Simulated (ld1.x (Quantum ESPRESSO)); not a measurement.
**Which change was made? (Os, TM)**

ld1.x (Quantum ESPRESSO) 7.5 input, shortened:

```
&input
   title='Os', zed=76., rel=1, dft='WC', iswitch=3,
   config='[Xe] 4f14 5d7 6s1 6p0'
 /
 &inputp
   pseudotype=2, tm=.true., lloc=2,
   nlcc=.false.
 /
3
5S  1  0   2.00   0.00  1.80  1.80  0.0
5P  2  1   6.00   0.00  1.70  1.70  0.0
5D  3  2   7.00   0.00  1.45  1.45  0.0
 &test
   configts(1)='5s2 5p6 5d7 6s1 6p0'
 /
```

Occupied shells without a wave of their own: 6s. They enter only through the test configuration that unscreens the potential.

Cutoffs, loose and tight: the cutoffs (Ry, on a coarse ladder) from which the occupation-weighted sum of valence levels, in a spherical-Bessel basis at the reference potential, stays within 10 and 1 mRy of its value at 400 Ry. They do not see the model core or the augmentation charge, which bear on the density cutoff. Test errors are all-electron minus pseudo excitation energies from the reference, over the configurations 5s2 5p6 5d6 6s2 6p0; 5s2 5p6 5d6 6s1 6p0; 5s2 5p6 5d6 6s0 6p0; 5s2 5p5 5d6 6s2 6p0; 5s2 5p6 5d5 6s2 6p1; 5s2 5p6 5d6 6s0 6p1; 5s2 5p6 5d6 6s1.5 6p0; variants that change the core or the reference have their own tests.

The base gives: outcome: generated, misses its reference levels by 0.28 eV; cutoff, loose: 50 Ry; cutoff, tight: 80 Ry; bound ghosts: none; largest test error (meV): -851.

(1) After one change the result is: outcome: generated, misses its reference levels by 0.63 eV; cutoff, loose: 70 Ry; cutoff, tight: 90 Ry; bound ghosts: none; largest test error (meV): -1384. Which change was it?
A. core [Xe] 4f14, valence charge 8; reference 5d6 6s2 6p0; waves now 6p (bound): rc 3.50 bohr; 5d (bound): rc 1.90 bohr; 6s (bound): rc 2.55 bohr; local potential the s channel
B. functional LDA (PZ)
C. wave 5s (bound): rc 1.80 bohr becomes 5s (bound): rc 1.54 bohr
D. wave 5p (bound): rc 1.70 bohr becomes 5p (bound): rc 2.18 bohr

Results:

(1) C. The others give: core [Xe] 4f14, valence charge 8; reference 5d6 6s2 6p0; waves now 6p (bound): rc 3.50 bohr; 5d (bound): rc 1.90 bohr; 6s (bound): rc 2.55 bohr; local potential the s channel → outcome: generated; cutoff, loose: 35 Ry; cutoff, tight: 45 Ry; bound ghosts: none; largest test error (meV): -96 | functional LDA (PZ) → outcome: generated, misses its reference levels by 0.26 eV; cutoff, loose: 50 Ry; cutoff, tight: 80 Ry; bound ghosts: none; largest test error (meV): -767 | wave 5p (bound): rc 1.70 bohr becomes 5p (bound): rc 2.18 bohr → outcome: generated, misses its reference levels by 0.28 eV; cutoff, loose: 40 Ry; cutoff, tight: 70 Ry; bound ghosts: none; largest test error (meV): -793.
